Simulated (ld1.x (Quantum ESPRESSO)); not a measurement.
## sulfur: excitation energies, all-electron against PAW

* Element: S
* Generator: ld1.x (Quantum ESPRESSO) 7.5
* Type: PAW
* Functional: PBE
* Relativity: scalar-relativistic
* Frozen core: [Ne]
* Valence charge: 6
* Reference configuration: 3s2 3p4
* Partial waves: 3s (bound): rcut 1.30, rcutus 1.40 bohr; 3s channel at 0.85 Ry: rcut 1.30, rcutus 1.40 bohr; 3p (bound): rcut 1.40, rcutus 2.30 bohr; 3p channel at -0.15 Ry: rcut 1.40, rcutus 2.30 bohr; 3d channel at 0.4 Ry: rcut 1.50, rcutus 1.60 bohr; 3d channel at 0.75 Ry: rcut 1.50, rcutus 1.60 bohr
* Local potential: all-electron potential smoothed inside 1.55 bohr (lloc = -1)
* Core correction: Bessel-smoothed model core, default radius (core density twice the valence density)
* Augmentation charge: PSQ, inside the norm-conserving radii

Energies are relative to the spin-unpolarised reference configuration 3s2 3p4; without spin polarisation the order of configurations can differ from experiment.

```tsv
valence configuration	charge	ΔE all-electron (eV)	error AE − PS (meV)
3s2 3p3	+1	11.769	-1.3
3s2 3p2	+2	34.053	-6.8
3s2 3p1	+3	68.094	-29
3s2 3p0	+4	114.891	-99
3s1 3p4	+1	22.648	-1.0
3s1 3p5	0	10.311	-0.1
3s2 3p3.5	+0.5	4.660	-0.4
```

Levels in the configuration 3s2 3p3.5:

```tsv
level	all-electron (eV)	pseudo (eV)
3s	-22.242	-22.243
3p	-11.704	-11.704
```
